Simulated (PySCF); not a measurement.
C2H6F2Si, SMILES C[SiH2]C(F)F. Atoms are numbered in the order given.

```xyz
11

C      0.9619     1.7562     0.0000
Si    -0.7061     0.8989     0.0000
C     -0.3725    -0.9970     0.0000
F      0.3722    -1.3163    -1.1086
F      0.3722    -1.3163     1.1086
H      1.5361     1.4591     0.8913
H      0.8563     2.8520     0.0000
H      1.5361     1.4591    -0.8913
H     -1.5073     1.2179    -1.2163
H     -1.5073     1.2179     1.2163
H     -1.2647    -1.6510     0.0000
```
Charge 0, spin multiplicity 1.

Coordinates come from a B3LYP-D3(BJ)/def2-SVP optimisation. Other conformers were not sampled.

These are B3LYP/def2-TZVP (PySCF) values and carry that method's errors.

Symmetry labels are those of the subgroup Cs that the program uses (full group Cs).

Task: List the valence orbital energies around the gap with their symmetry. (The exact figures need the calculation; the answer reports its results.)

Result: 
| orbital | symmetry | energy (eV) |
|---|---|---|
| HOMO−7 | A" | -11.89 |
| HOMO−6 | A' | -11.42 |
| HOMO−5 | A" | -11.35 |
| HOMO−4 | A" | -11.14 |
| HOMO−3 | A' | -10.93 |
| HOMO−2 | A" | -9.52 |
| HOMO−1 | A' | -9.28 |
| HOMO | A' | -8.28 |
| LUMO | A' | 0.21 |
| LUMO+1 | A' | 0.72 |
| LUMO+2 | A" | 1.15 |
| LUMO+3 | A' | 1.49 |
